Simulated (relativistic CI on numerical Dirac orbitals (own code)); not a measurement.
**Energy levels of C I**

These numbers are calculated, not measured: Dirac-Coulomb-Breit CI, separate exchange-only KLI orbitals for each configuration, a model potential for QED, valence Slater integrals scaled by 0.85, P86 correlation energy added to each configuration (own radial code, finite nucleus).

Configurations in the expansion (outside the closed core 1s2): 2s²2p², 2s2p³, 2s²2p3s, 2s²2p3p, 2s²2p3d, 2s²2p4s, 2p⁴, 2s²2p4p, 2s²2p4d, 2s²2p5s, 2s²2p4f, 2s²2p5p, 2s²2p5d, 2s²2p5f, 2s²2p5g, 2s²3s², 2s²3s3p, 2s²3s3d. Levels of other configurations are missing.

The lowest level is 2s²2p² ³P0, with 98 % of that term; Hund's rules for 2s²2p² give ³P with J = 0, in agreement.

| No. | Configuration | Term | J | E (cm⁻¹) | % | Landé g | Lifetime (s) | jj configuration (%) |
| --- | --- | --- | --- | --- | --- | --- | --- | --- |
| 1 | 2s²2p² | ³P | 0 | 0.0 | 98 |  |  | 2p1/2^2 (66) |
| 2 | 2s²2p² | ³P | 1 | 14.9 | 98 | 1.501 | 1.67e+07 | 2p1/2 2p3/2 (98) |
| 3 | 2s²2p² | ³P | 2 | 38.9 | 98 | 1.501 | 5.37e+06 | 2p3/2^2 (65) |
| 4 | 2s²2p² | ¹D | 2 | 10587.5 | 98 | 1.000 | 3.86e+03 | 2p1/2 2p3/2 (65) |
| 5 | 2s²2p² | ¹S | 0 | 18369.1 | 94 |  | 1.05e+01 | 2p3/2^2 (63) |
| 6 | 2s2p³ | ⁵S° | 2 | 32092.7 | 100 | 2.002 | 4.58e-02 | 2s 2p1/2 2p3/2^2 (56) |
| 7 | 2s²2p3s | ³P° | 0 | 64058.5 | 99 |  | 3.10e-09 | 2p1/2 3s (99) |
| 8 | 2s²2p3s | ³P° | 1 | 64078.1 | 99 | 1.501 | 3.10e-09 | 2p1/2 3s (68) |
| 9 | 2s²2p3s | ³P° | 2 | 64119.6 | 99 | 1.501 | 3.10e-09 | 2p3/2 3s (99) |
| 10 | 2s²2p3s | ¹P° | 1 | 65505.8 | 100 | 1.000 | 2.24e-09 | 2p3/2 3s (68) |
| 11 | 2s2p³ | ³D° | 3 | 68281.3 | 96 | 1.334 | 3.28e-09 | 2s 2p1/2 2p3/2^2 (96) |
| 12 | 2s2p³ | ³D° | 1 | 68284.6 | 96 | 0.499 | 3.27e-09 | 2s 2p1/2 2p3/2^2 (42) |
| 13 | 2s2p³ | ³D° | 2 | 68285.2 | 96 | 1.167 | 3.28e-09 | 2s 2p1/2 2p3/2^2 (64) |
| 14 | 2s²2p3p | ¹P | 1 | 72700.8 | 99 | 0.999 |  | 2p3/2 3p3/2 (52) |
| 15 | 2s²2p3p | ³D | 1 | 73235.2 | 99 | 0.500 |  | 2p1/2 3p1/2 (71) |
| 16 | 2s²2p3p | ³D | 2 | 73256.4 | 100 | 1.167 |  | 2p1/2 3p3/2 (51) |
| 17 | 2s²2p3p | ³D | 3 | 73290.4 | 100 | 1.334 |  | 2p3/2 3p3/2 (100) |
| 18 | 2s²2p3p | ³S | 1 | 74092.8 | 100 | 2.001 |  | 2p3/2 3p3/2 (38) |
| 19 | 2s²2p3p | ³P | 0 | 74717.8 | 100 |  | 2.99e-08 | 2p1/2 3p1/2 (68) |
| 20 | 2s²2p3p | ³P | 1 | 74730.8 | 100 | 1.502 | 2.99e-08 | 2p3/2 3p1/2 (53) |
| 21 | 2s²2p3p | ³P | 2 | 74752.4 | 100 | 1.501 | 2.99e-08 | 2p3/2 3p3/2 (65) |
| 22 | 2s²2p3p | ¹D | 2 | 75548.3 | 99 | 1.000 | 3.56e-08 | 2p3/2 3p3/2 (35) |
| 23 | 2s²2p3p | ¹S | 0 | 76993.8 | 94 |  | 2.89e-08 | 2p3/2 3p3/2 (64) |
| 24 | 2s2p³ | ³P° | 2 | 78327.5 | 75 | 1.501 | 1.84e-09 | 2s 2p3/2^3 (38) |
| 25 | 2s2p³ | ³P° | 1 | 78329.8 | 76 | 1.501 | 1.82e-09 | 2s 2p1/2 2p3/2^2 (50) |
| 26 | 2s2p³ | ³P° | 0 | 78333.4 | 76 |  | 1.82e-09 | 2s 2p1/2 2p3/2^2 (76) |
| 27 | 2s²2p3d | ¹D° | 2 | 80954.3 | 99 | 0.999 | 1.99e-08 | 2p3/2 3d5/2 (44) |
| 28 | 2s²2p3d | ³F° | 2 | 81389.9 | 100 | 0.668 |  | 2p1/2 3d3/2 (72) |
| 29 | 2s²2p3d | ³F° | 3 | 81408.1 | 99 | 1.084 |  | 2p1/2 3d5/2 (53) |
| 30 | 2s²2p3d | ³F° | 4 | 81439.0 | 100 | 1.251 |  | 2p3/2 3d5/2 (100) |

Energies count from the lowest computed level; ° marks odd parity; lifetimes are radiative, by E1, M1, E2, M2, E3 decay to levels of this space only; some are left blank where a channel outside the calculation adds to the decay or the decay crosses a small, uncertain gap. Filled j subshells are mostly left out of the jj labels.

The mean weight of the leading LS term, summed over parents, in these 30 levels is 96 %, and that of the leading jj configuration (from the same eigenvectors) 66 %, so LS coupling describes them better.

Correlation outside the listed configurations is missing or only estimated: errors of thousands of cm⁻¹ between configurations and terms are usual at this charge. Rates and lifetimes follow the computed energies and can be off by large factors. The fine structure of a lone outer electron comes out too small, for d and f at times inverted, and misplaced configurations move strength between like terms. 36 of the 36 excited levels that our extract of the measured tables holds in this range could be paired (the sources list more); they are missed by 3143 cm⁻¹ on average and 4195 at most, and levels without a partner can miss by more.

Landé's interval rule says that E(J) − E(J−1) = AJ with one A. For the ground term the intervals give A = 14.9, 12.0 cm⁻¹ for J = 1, 2; the multiplet is regular.
